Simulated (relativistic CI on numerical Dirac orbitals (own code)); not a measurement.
# What each ingredient does to the levels of Os XLIV

Base calculation: Dirac-Coulomb-Breit CI, orbitals from a KLI potential per configuration, model QED, unscaled Slater integrals.

Configuration list (outside the closed core [Ar] 3d10): 4s2 4p3, 4s 4p4, 4s2 4p2 4d, 4p5, 4s 4p3 4d, 4s2 4p2 4f, 4s 4p3 4f, 4p4 4d, 4s 4p2 4d2, 4s2 4p 4d 4f, 4p4 4f, 4s2 4p 4d2, 4s2 4d3, 4s 4p 4d3, 4s2 4d2 4f, 4s 4p 4d2 4f, 4p3 4d2, 4p2 4d3, 4p2 4d2 4f. Double excitations out of closed p, d and f shells are left out; levels of such configurations are missing from the list, as are those of other unlisted configurations, and high levels can miss mixing partners.

Variants: (1) P86 correlation estimate; (2) one mean potential for all configurations. Shifts of the energy above 4s2 4p3 2P°_3/2, in eV, for the lowest level and the first level of each name with at least 55 % of one term (blank where a level changes its place among those of its configuration and J or its character, or is not in the variant):

```tsv
Level	Base	Δ(1)	Δ(2)
4s2 4p3 2P°_3/2	0.000	0.000	0.000
4s2 4p3 2D°_5/2	108.958	+0.002	+0.005
4s2 4p3 2P°_1/2	116.453	+0.001	+0.003
4s 4p4 4P_5/2	208.817	+0.096	+0.039
4s 4p4 2S_1/2	222.624	+0.082	+0.044
4s2 4p2 4d 4D_1/2	263.859	+0.179	+0.007
4s2 4p2 4d 2G_9/2	292.952	+0.180	+0.006
4s 4p4 2D_5/2	328.254	+0.097	+0.040
4s2 4p2 4d 4F_9/2	399.180	+0.182	+0.001
4p5 2P°_3/2	444.870	+0.185	+0.077
```

At this charge energies of transitions that change n are usually good to better than 1 %, and those within a shell (Δn = 0) to a few per cent.

Ionisation energy from the two ground configurations alone: base 2168.23 eV; P86 correlation estimate 2169.9 eV. The NIST ASD value (theoretical) is 2168 eV.

LS names give the leading component of a level, which can be under half, so a name can repeat, a term be missing and a line seem to break the LS rules.
